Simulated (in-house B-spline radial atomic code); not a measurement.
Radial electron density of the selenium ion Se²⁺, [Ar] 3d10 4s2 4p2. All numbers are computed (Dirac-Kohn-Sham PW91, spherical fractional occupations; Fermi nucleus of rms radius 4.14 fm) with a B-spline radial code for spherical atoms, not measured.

Columns: r (bohr), 4πr²n(r) (electrons per bohr), bar.

```
 0.00195     1.37 #
 0.00238    1.957 ##
  0.0029     2.77 ##
 0.00355    3.921 ####
 0.00433    5.464 #####
 0.00529    7.544 #######
 0.00646    10.26 #########
 0.00788    13.69 ############
 0.00962    17.91 ################
  0.0117    22.74 ####################
  0.0143    28.15 #########################
  0.0175    33.59 ##############################
  0.0214    38.28 ##################################
  0.0261    41.36 #####################################
  0.0319    42.21 ######################################
  0.0389    40.69 ####################################
  0.0475    37.63 ##################################
   0.058    34.92 ###############################
  0.0708     34.8 ###############################
  0.0865    38.47 ##################################
   0.106    44.68 ########################################
   0.129     49.2 ############################################
   0.157    48.23 ###########################################
   0.192    40.81 #####################################
   0.235    31.31 ############################
   0.287    26.38 ########################
    0.35    28.16 #########################
   0.427    32.21 #############################
   0.521    32.03 #############################
   0.637    25.56 #######################
   0.777    16.47 ###############
   0.949    9.143 ########
    1.16    5.269 #####
    1.41    3.782 ###
    1.73    2.901 ###
    2.11    1.936 ##
    2.58   0.9815 #
    3.14     0.37 
    3.84  0.09754 
    4.69  0.01707 
    5.72 0.001696 
    6.99 8.72e-05
```

On this grid the curve has 3 maxima, near 0.0319, 0.129, 0.427 bohr.

The 4p3/2 radial function P(r) = rR(r), positive near the nucleus, with its small component Q(r) (sign convention: Q ≈ (P' + κP/r)/2c):

```
r (bohr)         P           Q
  0.0029  0.001106  -6.891e-05
 0.00433  0.002392  -0.0001491
 0.00646  0.005102  -0.0003182
 0.00962   0.01065  -0.0006645
  0.0143   0.02161   -0.001348
  0.0214   0.04261   -0.002663
  0.0319   0.07863   -0.004938
  0.0475    0.1323   -0.008427
  0.0708    0.1935    -0.01277
   0.106    0.2215    -0.01622
   0.157    0.1463    -0.01545
   0.235  -0.07526    -0.00814
    0.35   -0.3189    0.002278
   0.521   -0.3156     0.00793
   0.777   0.06321    0.005408
    1.16    0.5693  -0.0002632
    1.73     0.786    -0.00343
    2.58    0.5556   -0.002902
    3.84    0.2006   -0.001045
    5.72   0.02884  -0.0001558
```
